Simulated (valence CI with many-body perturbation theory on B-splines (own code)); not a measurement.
Os55+ in three bases

Computed by relativistic CI+MBPT: three valence electrons over a frozen Dirac-Fock core [Ar], radial functions for each j: 7 s, 7 p, 8 d, 6 f, 4 g, 1 h, with the one-electron correlation potential Σ1 (screened to all orders), the two-electron term Σ2, the three-electron term Σ3, Breit, model QED; selected single and double excitations, second order for the rest, scaled by the run's own slope (own B-spline code, finite nucleus).

The last digits are not significant, and no measured levels were compared; by estimate large intervals hold to a few tenths of a per cent, small ones and those within an open d or f shell to about a per cent. The list stops below the first excitations out of the core. Only levels of the ground parity were solved; by the run's estimate the other parity begins above the list, which can be wrong where configurations are misplaced.

The reference run has the lowest level (3d3/2^3) J=3/2 and an ionisation energy of 5422.01 eV. Its largest variational space holds 4696 state functions.

Levels are named by their leading jj configuration (3d3/2^4 stands for four electrons in 3d with j = 3/2), which in mixed levels can hold well under half, so a name can repeat and another be missing. Letters in brackets count levels of one name in rising energy.

Changed runs:
A. basis 6 s, 6 p, 5 d, 5 f, 1 g
B. basis 5 s, 5 p, 4 d, 4 f

Excitation energies of the reference run in cm⁻¹, and shifts in cm⁻¹:

```
                    Level  Reference      A      B
(3d3/2^2 3d5/2) J=5/2 [a]     607233   -252   -428
    (3d3/2^2 3d5/2) J=3/2     659345   -115    -91
    (3d3/2^2 3d5/2) J=9/2     689312    +86   +295
    (3d3/2^2 3d5/2) J=7/2     691630    +18   +128
    (3d3/2^2 3d5/2) J=1/2     704316    +19   +180
(3d3/2^2 3d5/2) J=5/2 [b]     902270   +301   +673
(3d3/2 3d5/2^2) J=7/2 [a]    1286410   -218   -328
    (3d3/2 3d5/2^2) J=9/2    1325180   -109    -73
(3d3/2 3d5/2^2) J=3/2 [a]    1369520    -68    -62
    (3d3/2 3d5/2^2) J=1/2    1394170    +72   +299
   (3d3/2 3d5/2^2) J=11/2    1403780   +152   +515
(3d3/2 3d5/2^2) J=5/2 [a]    1405760   -3.5   +115
   Ionisation energy (eV)    5422.01  -0.07  -0.10
```
